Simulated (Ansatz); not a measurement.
**Energy profile**

The step: ZrCl₄ ([Cl][Zr]([Cl])([Cl])[Cl]) + H₂ → ZrHCl₃ ([Cl][ZrH]([Cl])[Cl]) + HCl (still joined by a long Zr–Cl bond); bonds formed: Zr1–H7, Cl2–H6; bonds broken: H6–H7; bonds weakened to dative contacts: Zr1–Cl2 (atoms numbered as in the saddle structure below).

```csv
atom,x (Å),y (Å),z (Å)
Zr1,-0.3141,0.4489,-0.3923
Cl2,0.7298,-2.0507,0.7523
Cl3,0.9227,-0.1638,-2.2685
Cl4,-2.3885,-0.5623,-0.0676
Cl5,-0.7748,2.6977,-0.6691
H6,1.1311,-1.0699,1.5001
H7,0.6939,0.7002,1.1452
```

Electronic energies by CCSD(T) at an estimated basis limit (MP2 extrapolated from triple and quadruple zeta, plus CCSD(T) − MP2 in triple zeta), on PBE0-D4/def2-TZVP structures; ZrH$_{2}$Cl$_{4}$, singlet; no counterpoise correction. Ansatz 0.2.0; basis: def2-TZVPP and def2-QZVPP; cores frozen in the correlated methods. Core potentials replace the inner electrons of the atoms past krypton. Extrapolation: Hartree–Fock as exp(−7.88 √X), correlation as X^−2.97.

Question: Give the profile in eV, counted from the separated reactants. (An estimate is asked for; the value comes from the calculation.)

Answer: Computed:
| point | eV |
| --- | --- |
| separated: ZrCl$_{4}$ (linked as [Cl][Zr]([Cl])([Cl])[Cl]; Zr1, Cl2, Cl3, Cl4, Cl5; singlet) + H$_{2}$ (H6, H7; singlet) | 0.000 |
| start structure | -0.021 |
| saddle | 1.781 |
| end structure | 1.754 |
| separated: ZrHCl$_{3}$ (linked as [Cl][ZrH]([Cl])[Cl]; Zr1, Cl3, Cl4, Cl5, H7; singlet) + HCl (Cl2, H6; singlet) | 1.968 |

No T1 diagnostic of these runs exceeds 0.017.

For scale, one of the runs: CCSD(T)/def2-TZVPP, 252 basis functions, launched by `ansatz run in.yaml --threads 8 --pin off --events-out ev --progress --plain --max-ram 19148MiB`. Hardware: 8 CPU threads of an Arm Neoverse V2, shared host. Wall time 2.1 min; peak host memory 5.5 GiB.
